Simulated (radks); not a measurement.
Valence configurations of neutral zinc (all share [Ar]). All-electron calculation, scalar-relativistic Kohn-Sham, r2SCAN, spin-polarised, spherical densities, finite nucleus; open shells are filled with parallel spins first; meta-GGA in the generalised Kohn-Sham scheme; Fermi nuclear charge, rms radius 3.9283 fm. Program: a radial shooting solver on a logarithmic mesh with Libxc functionals. Energies are relative to 3d10 4s2; eigenvalues in eV for spin up.

| valence | E (eV) | moment (Bohr magnetons) | e(3d) | e(4p) | e(4s) |
|---|---|---|---|---|---|
| 3d10 4s2 | 0.000 | 0 | -10.461 | - | -6.220 |
| 3d10 4s1.5 4p0.5 | 2.393 | 1 | -11.561 | -1.904 | -7.418 |
| 3d10 4s1 4p1 | 4.149 | 2 | -12.351 | -2.608 | -8.351 |
| 3d10 4p2 | 9.860 | 2 | -14.259 | -3.396 | - |
| 3d9 4s2 4p1 | 12.085 | 2 | -19.298 | -2.988 | -9.380 |
| 3d8 4s2 4p2 | 29.665 | 4 | -28.591 | -4.658 | -12.162 |

NIST lists [Ar] 3d10 4s2 as the ground configuration; this level of theory agrees among the configurations tried. The energies are those of spherical high-spin densities, not of single terms.
